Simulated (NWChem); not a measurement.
System: C$_{2}$H$_{3}$BClF; SMILES C=CB(F)Cl

Input file for NWChem:

```
start job
memory heap 200 mb stack 900 mb global 1100 mb
geometry units angstroms noautosym nocenter noautoz
  B     -0.510062     0.167949     0.000000
  F     -1.654432     0.827382     0.000000
  Cl     0.964753     1.134047     0.000000
  C     -0.496120    -1.378402     0.000000
  C      0.628460    -2.108154     0.000000
  H     -1.462993    -1.896741     0.000000
  H      0.615199    -3.203018     0.000000
  H      1.612514    -1.627058     0.000000
end
basis spherical
  * library 6-31+g*
end
dft
  xc pbe0
  iterations 150
end
property
  response 1 0.0
end
task dft property
```

All runs use the structure optimised with PBE0/def2-SVP.

Static field.

Task: Predict the main results of this run. (PBE0/6-31+G* (spherical d).) Quantities: isotropic polarisability (bohr³); anisotropy (bohr³).

Result: 
```yaml
isotropic polarisability (bohr³): 47.1
anisotropy (bohr³): 25.2
```
